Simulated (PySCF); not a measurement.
## Polarisability and C₆ of La⁺ (lanthanum, charge +1)

[Xe] 5d2, high-spin 3F determinant. Computed with PySCF 2.14 in ANO-RCC-VTZP, with scalar relativity by spin-free X2C-1e. Coupled (time-dependent) response in atomic units; α is the mean over directions. The basis has no added diffuse functions, which lowers α and C₆.

| method | mean α (bohr³) | C₆ (like pair) | S(−4) |
| --- | --- | --- | --- |
| PBE0 | 47.78 | 395.8 | 2145 |

S(−4) is the Cauchy moment in α(ω) = α(0) + S(−4) ω² + …

Spin-orbit coupling is absent.

α(iu) at PBE0:

| u (hartree) | α(iu) (bohr³) |
| --- | --- |
| 0 | 47.78 |
| 0.0500 | 43.26 |
| 0.100 | 35.32 |
| 0.200 | 24.31 |
| 0.300 | 18.28 |
| 0.500 | 11.96 |
| 0.750 | 8.041 |
| 1.00 | 5.813 |
| 1.50 | 3.452 |
| 2.00 | 2.301 |
| 3.00 | 1.262 |
| 5.00 | 0.5743 |

A single London oscillator, α(iu) = α/(1 + u²/ω²), gives C₆ = (3/4) ω α². Matching the computed C₆ needs ω = 4 × 395.8 / (3 × 47.78²) = 0.231 hartree.

For an ion, C₆ is the dispersion term alone; charge-induced terms of lower order in 1/R come first.

Spin-orbit coupling, absent here, splits the open shell strongly.
